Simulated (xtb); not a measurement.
xtb input:

```bash
xtb mol.xyz --gfnff --opt tight --chrg 0 --uhf 0
```
mol.xyz:
```
11

O      1.41558330     1.82651640     0.01666077
C      0.68328166     0.88307330     0.00229248
C      0.88786830    -0.61789425    -0.22935126
C     -0.64494966    -0.73952088    -0.37748231
F     -1.22294417    -1.69324396     0.44586458
C     -0.83654182     0.71550823     0.10464785
H      1.24031812    -1.12146773     0.67381296
H      1.51633985    -0.90399971    -1.07159160
H     -0.98872167    -0.92964349    -1.39333524
H     -1.44668483     1.38716316    -0.49768659
H     -1.17737114     0.74801379     1.14209256
```

**Question.** What final total energy does it print?

**Answer.** -1.82447 Eh (GFN-FF).
